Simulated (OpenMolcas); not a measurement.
W4+ among 4 point charges of -1.25 e arranged as a square (D4h), 1.96 Å from the ion.
```
   1.9600    0.0000    0.0000  -1.25
   0.0000    1.9600    0.0000  -1.25
  -1.9600    0.0000    0.0000  -1.25
   0.0000   -1.9600    0.0000  -1.25
```

```
Program             : OpenMolcas
Method              : SS-CASPT2, IPEA 0.25 Eh, imaginary shift 0.1 Eh (closed shells correlated: 4f 5s 5p)
Basis               : ANO-RCC-VDZP [7s6p4d2f1g]
Scalar Hamiltonian  : DKH2, point nucleus
Active space        : 2 electrons in 5 orbitals (5d)
State averaging     : 2S+1 = 3 even, 10 roots; 2S+1 = 1 even, 15 roots
Spin-orbit coupling : RASSI with atomic mean-field integrals over the reference wave functions
```

Problem. What is the spin-free ground state (labels of D4, the rotations of D4h)?

Solution. 3E, 2-fold in its orbital part, 67 % from free-ion F terms; it has the highest spin that d2 allows.

Problem. Where is the first state of the same spin?

Solution. 3A2 at 2280 cm-1 above the ground state.

Problem. What are the lowest two levels with spin-orbit coupling?

Solution. A 1-fold level A1, then a 2-fold level E 2910 cm-1 above it. Their leading multiplicities are 3 (92 %) and 3 (98 %).

Problem. What is χT at 300 K, and how does it compare with the textbook value?

Solution. The lowest level has 2S+1 = 3, for which the spin-only value is χT = S(S+1) / 2 = 1.000 cm3 K/mol (g = 2). The computed 0.026 at 300 K differs by -0.974, through orbital momentum, spin-orbit coupling and any other state in reach.

Spin-orbit coupling mixes the spin-free states strongly: the lowest level takes only 67 % from its leading state, 3E. An orbital doublet at a regular site is open to a Jahn-Teller distortion, which this geometry leaves out. Free-ion shares, where given, are those of the reference states; single-state CASPT2 does not remix them. This is an electrostatic model: the charges have no orbitals. No measured value stands beside these numbers.
